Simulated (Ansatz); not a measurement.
A made-up structure of CH₂ClZn (charge -1), closed shell:

```xyz
5
angstrom
Cl -0.7204 -0.6807 1.9475
C 0.3723 -0.2350 0.5869
Zn -0.2602 0.4370 -1.0134
H 1.3502 -0.6579 0.8045
H -1.3683 -0.9094 3.0862
```

It is relaxed with PBE-D4/def2-SVPD and then PBE0-D4/def2-TZVPD (Ansatz 0.2.0). Atoms count as bonded within 1.22 times the sum of their covalent radii (H–H: 0.88 Å). The end point is not checked to be a true minimum.

Question: Does its bonding change? (Judge from chemistry; the calculation decides.)

Answer: By the calculation: No: no bond forms or breaks.

Where it ends: The first stage lowers the energy by 1.16 eV in 13 steps. It ends as CH₂ClZn ([ClH][CH][Zn]), total charge -1:
Cl1  (-0.835, -1.044, 1.720)
C2  (0.277, -0.214, 0.732)
Zn3  (-0.158, 0.586, -1.161)
H4  (1.252, -0.699, 0.920)
H5  (-1.163, -0.675, 3.200)
(Å)

Labels in which every atom is bracketed show which atoms are joined, not bond orders.

For scale, one of the runs: PBE0-D4/def2-TZVPD relaxation, 152 basis functions, launched by `ansatz run in.yaml --threads 2 --pin off --events-out ev --progress --plain --max-ram 4352MiB`. The run took about 43 s on 2 CPU threads of an Arm Neoverse V1 (shared host).
